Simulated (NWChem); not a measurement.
System: CH₅ClOSi; SMILES [SiH2](Cl)CO

Here is an NWChem input.

```
start job
memory heap 200 mb stack 900 mb global 1100 mb
geometry units angstroms noautoz
  O      0.940295    -1.973480     0.267938
  C     -0.181424    -1.499602    -0.479653
  Si    -0.856611     0.162910     0.150171
  Cl     0.499756     1.703827    -0.183993
  H      0.642268    -2.162777     1.171099
  H     -1.000135    -2.240877    -0.510213
  H      0.168585    -1.388491    -1.511644
  H     -2.126640     0.518799    -0.535902
  H     -1.078878     0.074688     1.617197
end
basis spherical
  O library def2-tzvp
  C library def2-tzvp
  Si library def2-tzvp
  Cl library def2-tzvp
  H library def2-tzvp
end
dft
  xc xpbe96 cpbe96
  iterations 150
  mulliken
end
task dft energy
```

Output (shortened):

```
             Northwest Computational Chemistry Package (NWChem) 7.3.0
             --------------------------------------------------------

 C1  symmetry detected

                             Geometry "geometry" -> ""
                             -------------------------

 Output coordinates in angstroms (scale by  1.889725989 to convert to a.u.)

  No.       Tag          Charge          X              Y              Z
 ---- ---------------- ---------- -------------- -------------- --------------
    1 O                    8.0000     0.92446535    -2.01906978     0.23269731
    2 C                    6.0000    -0.16803325    -1.49983900    -0.52792900
    3 Si                  14.0000    -0.85204553     0.13626582     0.15894080
    4 Cl                  17.0000     0.52584543     1.67948659    -0.05485440
    5 H                    1.0000     0.59487257    -2.24904894     1.11521157
    6 H                    1.0000    -0.99056488    -2.23153540    -0.62158969
    7 H                    1.0000     0.21728180    -1.34219988    -1.54111191
    8 H                    1.0000    -2.09568456     0.53599092    -0.55092440
    9 H                    1.0000    -1.12416308    -0.02060795     1.61176346

 Effective nuclear repulsion energy (a.u.)     212.6366131090

  pbe96 is a nonlocal functional; adding pw91lda local functional.

                                 NWChem DFT Module
                                 -----------------

 Summary of "ao basis" -> "ao basis" (spherical)
 ------------------------------------------------------------------------------
       Tag                 Description            Shells   Functions and Types
 ---------------- ------------------------------  ------  ---------------------
 O                         def2-tzvp                11       31   5s3p2d1f
 C                         def2-tzvp                11       31   5s3p2d1f
 Si                        def2-tzvp                13       37   5s5p2d1f
 Cl                        def2-tzvp                13       37   5s5p2d1f
 H                         def2-tzvp                 4        6   3s1p

            General Information
            -------------------
          SCF calculation type: DFT
          Wavefunction type:  closed shell.
          No. of atoms     :     9
          No. of electrons :    50
           Alpha electrons :    25
            Beta electrons :    25
          Charge           :     0
          Spin multiplicity:     1
          Use of symmetry is: off; symmetry adaption is: off
          Maximum number of iterations: 150
          AO basis - number of functions:   166
                     number of shells:    68
          Convergence on energy requested:  1.00D-06
          Convergence on density requested:  1.00D-05
          Convergence on gradient requested:  5.00D-04

              XC Information
              --------------
          PerdewBurkeErnzerhof Exchange Functional  1.000
            Perdew 1991 LDA Correlation Functional  1.000 local
           PerdewBurkeErnz. Correlation Functional  1.000 non-local

             Grid Information
             ----------------
          Grid used for XC integration:  medium
          Radial quadrature: Mura-Knowles
          Angular quadrature: Lebedev.
          Tag              B.-S. Rad. Rad. Pts. Rad. Cut. Ang. Pts.
          ---              ---------- --------- --------- ---------
          O                   0.60       49          11.0       434
          C                   0.70       49          10.0       434
          Si                  1.10       88          10.0       590
          Cl                  1.00       88          12.0       590
          H                   0.35       45          11.0       434
          Grid pruning is: on
          Number of quadrature shells:   499
          Spatial weights used:  Erf1

      Superposition of Atomic Density Guess
      -------------------------------------

 Sum of atomic energies:        -863.26778056

      Non-variational initial energy
      ------------------------------

 Total energy =    -864.699086
 1-e energy   =   -1614.739812
 2-e energy   =     537.404113
 HOMO         =      -0.317222
 LUMO         =       0.049773

     ---------------------------------------------
      Total Density - Mulliken Population Analysis
     ---------------------------------------------

    Atom       Charge   Shell Charges
 -----------   ------   -------------------------------------------------------
    1 O    8     8.68   0.79  1.18  0.59  0.94  0.26  1.96  2.13  0.79  0.00  0.02  0.00
    2 C    6     6.22   0.86  1.12  0.54  0.67  0.12  1.12  1.32  0.37  0.02  0.07  0.01
    3 Si  14    13.32   2.00  0.59  1.39  0.86  0.42  4.11  1.73  0.49  1.13  0.33  0.11  0.14  0.03
    4 Cl  17    17.42   2.01  0.45  1.52  1.11  0.84  4.19  1.69  1.11  2.97  1.52  0.00  0.02  0.00
    5 H    1     0.56   0.20  0.26  0.06  0.04
    6 H    1     0.85   0.24  0.45  0.14  0.02
    7 H    1     0.85   0.25  0.45  0.13  0.02
    8 H    1     1.05   0.23  0.54  0.27  0.01
    9 H    1     1.05   0.23  0.54  0.27  0.01

   convergence    iter        energy       DeltaE   RMS-Dens  Diis-err
 ---------------- ----- ----------------- --------- --------- ---------
 d= 0,ls=0.0,diis     1   -865.5749461343 -1.08D+03  7.58D-03  1.59D+00
 d= 0,ls=0.0,diis     2   -865.4708819164  1.04D-01  6.33D-03  1.75D+00
 d= 0,ls=0.0,diis     3   -865.6048780090 -1.34D-01  1.85D-03  5.94D-01
 d= 0,ls=0.0,diis     4   -865.6571061236 -5.22D-02  6.33D-04  1.47D-02
 d= 0,ls=0.0,diis     5   -865.6587348297 -1.63D-03  2.40D-04  3.70D-03
  Resetting Diis
 d= 0,ls=0.0,diis     6   -865.6591699958 -4.35D-04  4.88D-05  9.30D-05
 d= 0,ls=0.0,diis     7   -865.6591793839 -9.39D-06  2.65D-05  1.09D-05
 d= 0,ls=0.0,diis     8   -865.6591775085  1.88D-06  1.61D-05  2.64D-05
 d= 0,ls=0.0,diis     9   -865.6591806286 -3.12D-06  2.29D-06  5.30D-07
 d= 0,ls=0.0,diis    10   -865.6591806801 -5.15D-08  7.38D-07  3.35D-08

         Total DFT energy =     -865.659180680103
      One electron energy =    -1618.236201116600
           Coulomb energy =      604.533606492696
    Exchange-Corr. energy =      -64.593199165227
 Nuclear repulsion energy =      212.636613109028

 Numeric. integr. density =       50.000001117757

                       DFT Final Molecular Orbital Analysis
                       ------------------------------------

 Vector   23  Occ=2.000000D+00  E=-2.846878D-01
              MO Center=  4.0D-01,  6.0D-01,  3.3D-02, r^2= 3.9D+00
   Bfn.  Coefficient  Atom+Function         Bfn.  Coefficient  Atom+Function
  ----- ------------  ---------------      ----- ------------  ---------------
   114      0.291408  4 Cl px               116     -0.239447  4 Cl pz
   115     -0.233132  4 Cl py               117      0.183913  4 Cl px
   119     -0.151440  4 Cl pz               118     -0.150295  4 Cl py
     7     -0.146817  1 O  py                 6     -0.145201  1 O  px
   111      0.137957  4 Cl px                10     -0.121691  1 O  py

 Vector   24  Occ=2.000000D+00  E=-2.759636D-01
              MO Center= -1.5D-02,  1.2D+00,  5.6D-02, r^2= 2.9D+00
   Bfn.  Coefficient  Atom+Function         Bfn.  Coefficient  Atom+Function
  ----- ------------  ---------------      ----- ------------  ---------------
   116      0.397549  4 Cl pz               119      0.260056  4 Cl pz
   114      0.215815  4 Cl px               113      0.188880  4 Cl pz
   107     -0.155081  4 Cl pz               117      0.139256  4 Cl px
   156      0.138063  8 H  s                115     -0.128684  4 Cl py
   157      0.127146  8 H  s                162     -0.123409  9 H  s

 Vector   25  Occ=2.000000D+00  E=-2.283973D-01
              MO Center=  3.2D-01, -1.5D+00,  1.3D-02, r^2= 2.7D+00
   Bfn.  Coefficient  Atom+Function         Bfn.  Coefficient  Atom+Function
  ----- ------------  ---------------      ----- ------------  ---------------
     7      0.361676  1 O  py                10      0.294780  1 O  py
    13      0.267473  1 O  py                38     -0.164236  2 C  py
    36     -0.151388  2 C  s                 66     -0.149583  3 Si s
    78      0.140067  3 Si py                41     -0.136203  2 C  py
     8      0.133029  1 O  pz               144      0.132530  6 H  s

 Vector   26  Occ=0.000000D+00  E=-2.689605D-02
              MO Center= -7.9D-01,  2.5D-01,  2.0D-01, r^2= 4.4D+00
   Bfn.  Coefficient  Atom+Function         Bfn.  Coefficient  Atom+Function
  ----- ------------  ---------------      ----- ------------  ---------------
    81      0.707325  3 Si py                36      0.595348  2 C  s
    80      0.523764  3 Si px               104     -0.517238  4 Cl s
    66      0.332558  3 Si s                 78      0.309623  3 Si py
   117      0.265884  4 Cl px               118      0.263238  4 Cl py
   151     -0.262328  7 H  s                 77      0.227756  3 Si px

 Vector   27  Occ=0.000000D+00  E=-1.593708D-02
              MO Center= -5.5D-02, -1.4D+00,  7.0D-01, r^2= 5.1D+00
   Bfn.  Coefficient  Atom+Function         Bfn.  Coefficient  Atom+Function
  ----- ------------  ---------------      ----- ------------  ---------------
    36      1.477493  2 C  s                139     -0.881268  5 H  s
     5      0.648180  1 O  s                145     -0.617365  6 H  s
    80     -0.549337  3 Si px               157     -0.549212  8 H  s
    81      0.490238  3 Si py               151     -0.438852  7 H  s
    67     -0.350836  3 Si s                 43     -0.301933  2 C  px

 Vector   28  Occ=0.000000D+00  E= 3.263662D-03
              MO Center= -8.9D-01, -3.6D-02, -3.2D-01, r^2= 4.8D+00
   Bfn.  Coefficient  Atom+Function         Bfn.  Coefficient  Atom+Function
  ----- ------------  ---------------      ----- ------------  ---------------
    36      1.883129  2 C  s                 82      1.019781  3 Si pz
   163     -0.848358  9 H  s                  5     -0.646939  1 O  s
    81      0.627570  3 Si py                80     -0.617790  3 Si px
    67     -0.582539  3 Si s                151     -0.340864  7 H  s
    44      0.322872  2 C  py               145     -0.281574  6 H  s

     ---------------------------------------------
      Total Density - Mulliken Population Analysis
     ---------------------------------------------

    Atom       Charge   Shell Charges
 -----------   ------   -------------------------------------------------------
    1 O    8     8.40   0.79  1.18  0.60  0.92  0.31  1.90  1.86  0.82  0.00  0.03  0.00
    2 C    6     6.15   0.85  1.12  0.52  0.65  0.06  1.29  1.23  0.32  0.02  0.08  0.01
    3 Si  14    13.71   2.00  0.57  1.39  0.94  0.37  4.13  1.67  0.62  1.32  0.30  0.15  0.20  0.04
    4 Cl  17    17.23   2.01  0.43  1.52  1.15  0.80  4.19  1.66  1.13  2.83  1.47  0.01  0.03  0.00
    5 H    1     0.70   0.26  0.34  0.05  0.05
    6 H    1     0.89   0.27  0.47  0.12  0.02
    7 H    1     0.87   0.27  0.47  0.10  0.02
    8 H    1     1.02   0.25  0.53  0.24  0.01
    9 H    1     1.02   0.25  0.53  0.24  0.01

     -------------------------------------------
      Total Density - Lowdin Population Analysis
     -------------------------------------------

    Atom       Charge   Shell Charges
 -----------   ------   -------------------------------------------------------
    1 O    8     8.03   0.87  1.09  0.54  0.58  0.31  1.74  1.87  0.97  0.00  0.07  0.00
    2 C    6     6.50   0.91  1.04  0.38  0.36  0.19  1.12  1.38  0.63  0.03  0.41  0.05
    3 Si  14    14.03   2.00  0.83  1.10  0.56  0.33  3.85  1.87  0.70  1.20  0.63  0.15  0.65  0.16
    4 Cl  17    16.80   1.98  0.84  1.14  0.91  0.76  3.93  1.90  1.26  2.47  1.57  0.01  0.04  0.00
    5 H    1     0.83   0.25  0.31  0.11  0.15
    6 H    1     0.88   0.25  0.39  0.17  0.06
    7 H    1     0.86   0.25  0.39  0.16  0.06
    8 H    1     1.03   0.24  0.47  0.29  0.02
    9 H    1     1.03   0.25  0.47  0.29  0.02

     Multipole analysis of the density
     ---------------------------------

     L   x y z        total         alpha         beta         nuclear
     -   - - -        -----         -----         ----         -------
     0   0 0 0     -0.000000    -25.000000    -25.000000     50.000000

     1   1 0 0     -0.728175     -0.364087     -0.364087      0.000000
     1   0 1 0     -0.568509     -0.284254     -0.284254     -0.000000
     1   0 0 1      0.175367      0.087684      0.087684      0.000000

     2   2 0 0    -30.639490    -66.937535    -66.937535    103.235579
     2   1 1 0      2.044433      2.006771      2.006771     -1.969110
     2   1 0 1      0.184069     -0.182702     -0.182702      0.549474
     2   0 2 0    -29.928047   -205.031891   -205.031891    380.135735
     2   0 1 1     -1.459815     -1.351549     -1.351549      1.243283
     2   0 0 2    -27.401753    -30.514622    -30.514622     33.627490
```

Level: PBE/def2-TZVP. The geometry was optimised at B3LYP/6-31G* (spherical d).
